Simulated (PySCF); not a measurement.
Calculation: TPSSh-D3(BJ)/def2-TZVP // TPSS-D3(BJ)/def2-SVP in PySCF. Gas-phase values, no solvent. 

Reference species: [Ti(Cl)4] (neutral, multiplicity 1).

The HOMO comes out as -8.92 eV and the coordination number comes out as 4. The charge on the central atom (meta-Löwdin) is 1.12 e and the charge on the central atom (Mulliken) comes out as 1.10 e.

After one change: the HOMO drops by 0.48 eV; the coordination number hardly moves; the charge on the central atom (meta-Löwdin) rises by 0.41 e; the charge on the central atom (Mulliken) increases by 0.44 e.

What was changed between the two runs? The new species is one of these.
A) [Ti(F)4]
B) [Ti(Cl)2(F)2]
C) [Ti(Cl)(F)3]
D) [Ti(Cl)3(F)]

C, [Ti(Cl)(F)3]
